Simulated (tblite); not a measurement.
Species: CH₃Cl₃SSi.
Numbering: `[SH:1][SiH2:2][C:3]([Cl:4])([Cl:5])[Cl:6]` (hydrogens: H7 on S1; H8, H9 on Si2)

Computed with GFN2-xTB (tblite), gas phase: L-BFGS steps from a force-field or distance-geometry start until the largest atomic force falls under 0.01 eV/Å.

Step 51: E = -607.2146 eV
```
atom  x, y, z in Å  |  force x, y, z in eV/Å
S1      2.2575   -0.1649   -0.4424    0.021  -0.018  -0.010
Si2     0.5924    0.2319    0.8187    0.002  -0.003   0.034
C3     -0.9950    0.0214   -0.2748   -0.060   0.038  -0.074
Cl4    -2.4502    0.0823    0.7371    0.047   0.015  -0.004
Cl5    -0.9853   -1.5336   -1.1419   -0.052   0.003  -0.011
Cl6    -1.0752    1.3424   -1.4681   -0.019  -0.065   0.024
H7      1.6009   -0.8585   -1.3652    0.037   0.025   0.034
H8      0.4441   -0.7414    1.8927    0.030   0.008  -0.016
H9      0.6244    1.6262    1.2188   -0.006  -0.003   0.023
```

Step 52: E = -607.2157 eV
```
atom  x, y, z in Å  |  force x, y, z in eV/Å
S1      2.2612   -0.1715   -0.4351    0.031   0.004   0.012
Si2     0.5914    0.2265    0.8203    0.007   0.002   0.023
C3     -0.9949    0.0211   -0.2753   -0.035   0.016  -0.065
Cl4    -2.4466    0.0953    0.7374    0.016   0.036   0.011
Cl5    -0.9973   -1.5418   -1.1272   -0.035  -0.002  -0.034
Cl6    -1.0652    1.3341   -1.4783   -0.025  -0.073   0.029
H7      1.6030   -0.8310   -1.3788    0.017   0.004   0.010
H8      0.4498   -0.7483    1.8935    0.018   0.011  -0.018
H9      0.6121    1.6216    1.2184    0.005   0.002   0.032
```

Step 53: E = -607.2164 eV
```
atom  x, y, z in Å  |  force x, y, z in eV/Å
S1      2.2640   -0.1757   -0.4294    0.039   0.022   0.033
Si2     0.5905    0.2230    0.8218    0.009   0.006   0.000
C3     -0.9952    0.0217   -0.2774   -0.005  -0.015  -0.035
Cl4    -2.4426    0.1039    0.7388   -0.013   0.049   0.024
Cl5    -1.0068   -1.5460   -1.1198   -0.022  -0.011  -0.047
Cl6    -1.0611    1.3279   -1.4854   -0.027  -0.057   0.019
H7      1.6058   -0.8142   -1.3853    0.000  -0.012  -0.013
H8      0.4551   -0.7535    1.8939    0.006   0.013  -0.019
H9      0.6039    1.6188    1.2178    0.012   0.004   0.038
```

Step 54: E = -607.2168 eV
```
atom  x, y, z in Å  |  force x, y, z in eV/Å
S1      2.2665   -0.1790   -0.4239    0.022   0.012   0.014
Si2     0.5898    0.2199    0.8237    0.008   0.012  -0.022
C3     -0.9949    0.0216   -0.2793    0.013  -0.042  -0.003
Cl4    -2.4398    0.1135    0.7398   -0.024   0.054   0.025
Cl5    -1.0149   -1.5510   -1.1130   -0.014  -0.012  -0.049
Cl6    -1.0565    1.3204   -1.4925   -0.027  -0.039   0.007
H7      1.6066   -0.7975   -1.3932    0.011  -0.001   0.003
H8      0.4595   -0.7583    1.8944   -0.005   0.014  -0.017
H9      0.5973    1.6163    1.2189    0.016   0.002   0.042
```

Task: Estimate the geometry and energy of step 55. (The exact step hangs on the optimiser's Hessian estimate; all steps are aligned on step 54, rigid shifts and turns removed.)

Result: E = -607.2173 eV, largest force 0.092 eV/Å
```
atom  x, y, z in Å  |  force x, y, z in eV/Å
S1      2.2696   -0.1804   -0.4200    0.052   0.047   0.059
Si2     0.5889    0.2198    0.8222    0.010   0.013  -0.033
C3     -0.9955    0.0226   -0.2836    0.012  -0.066   0.045
Cl4    -2.4361    0.1156    0.7442   -0.025   0.054   0.023
Cl5    -1.0236   -1.5497   -1.1175   -0.002  -0.020  -0.046
Cl6    -1.0628    1.3189   -1.4943   -0.020  -0.004  -0.017
H7      1.6143   -0.7980   -1.3884   -0.024  -0.034  -0.050
H8      0.4647   -0.7588    1.8930   -0.019   0.012  -0.018
H9      0.5942    1.6159    1.2193    0.015  -0.001   0.037
```

The energy changes by -0.0005 eV. The first-order estimate −F·Δx gives -0.0008 eV and the mean of the old and new forces, exact on a quadratic surface, -0.0004 eV. The step makes an angle of 69° with the force vector and moves no atom by more than 0.010 Å.

The cost below is that of the whole relaxation. On Arm Neoverse N1, one thread, no GPU, shared host, this took 1.1 s of wall time.
